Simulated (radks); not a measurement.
Spin polarisation of the 3p5 shell in Ca3+. Start: [Ne] 3s2 3p(up 2.5, down 2.5); electrons of 3p are moved from spin down to spin up, other shells keep equal spins. Method: non-relativistic Kohn-Sham, PBEsol, spin-polarised, spherical densities, point nucleus; computed with a radial shooting solver on a logarithmic mesh with Libxc functionals.

moment (Bohr magnetons),E - E(0) (eV),e(3p up) (eV),e(3p down) (eV),3s down minus up (eV)
0,0.000,-59.564,-59.564,0.000
0.25,-0.021,-59.729,-59.393,0.352
0.5,-0.084,-59.890,-59.216,0.704
0.75,-0.189,-60.045,-59.034,1.058
1,-0.337,-60.196,-58.845,1.412

At moment 1 the spin-polarisation energy is -0.337 eV and the 3p exchange splitting 1.350 eV, that is 1.350 eV per Bohr magneton; E = -I m^2/4 would give I = 1.348 eV.
